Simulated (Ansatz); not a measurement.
Ansatz results at the PBE0-D4/def2-TZVP geometry: LUMO energy (B3LYP/def2-TZVPP) -2.36 eV; HOMO–LUMO gap (PBE/def2-TZVPP) 3.17 eV; LUMO energy (ωB97M-V/def2-TZVPP) -0.57 eV.

Each molecule was computed in one conformer, which needn't be the lowest.

(1) Which molecule gave them?
A. `C#CCCl`
B. `B[CH2][SnH2][F]`
C. `F/C=C(\[SiH3])CF`
D. `[AlH2][SiH]([SiH3])O[SiH3]`

Results:

(1) D. The others give `C#CCCl`: -0.59, 5.48, 1.81; `F/C=C(\[SiH3])CF`: -0.67, 5.01, 1.61; `B[CH2][SnH2][F]`: -1.66, 5.16, 0.44.

B3LYP here is the variant with VWN-RPA as its local correlation; programs differ in this.
